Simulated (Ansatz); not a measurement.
Gas-phase reaction in SMILES: C[CH]/C(C)=C/C -> [CH2]/C=C(\C)CC
Each molecule is optimised on its own at B3LYP-D3(BJ)/def2-TZVP (Ansatz, a first-principles code), one conformer each, not searched for the lowest. Markedly spin-contaminated UHF reference, which strains HF, MP2 and, less, CCSD(T): C[CH]/C(C)=C/C, [CH2]/C=C(\C)CC.

Wanted: isomerisation energy (electronic energy difference), in eV. Correlated levels leave the core frozen unless marked. UHF or UKS for open shells. No spin-orbit coupling. Non-relativistic. 

| level | program | isomerisation energy (eV) |
|---|---|---|
| HF/STO-3G | Ansatz | 0.05 |
| HF/cc-pVDZ | Ansatz | -0.04 |
| HF/cc-pwCVTZ | Ansatz | -0.04 |
| revPBE-D3(BJ)/def2-TZVPD | Ansatz + dftd3 | -0.01 |
| revPBE/def2-TZVPD | Ansatz | 0.00 |
| r2SCAN/def2-TZVPD | Ansatz | -0.01 |
| r2SCAN-D4/def2-TZVPD | Ansatz + dftd4 | -0.01 |
| PBE0/def2-SVP | Ansatz | 0.01 |
| PBE0-D3(BJ)/def2-TZVP | Ansatz + dftd3 | -0.01 |
| BHLYP/def2-TZVPD | Ansatz | -0.03 |
| r2SCANh/def2-TZVPD | Ansatz | -0.01 |
| HSE06/def2-TZVPD | Ansatz | 0.00 |
| wB97M-V/def2-TZVPD | Ansatz | -0.03 |
| B2GP-PLYP-D3(BJ)/def2-TZVPD | Ansatz + dftd3 | -0.04 |
| MP2/STO-3G | Ansatz | 0.04 |
| MP2/6-31G | Ansatz | -0.03 |
| SCS-MP2/6-31G* | Ansatz | -0.03 |
| CCSD/STO-3G | Ansatz | 0.03 |
| CCSD(T)/STO-3G | Ansatz | 0.03 |
| CCSD(T)/cc-pVTZ | Ansatz | -0.04 |
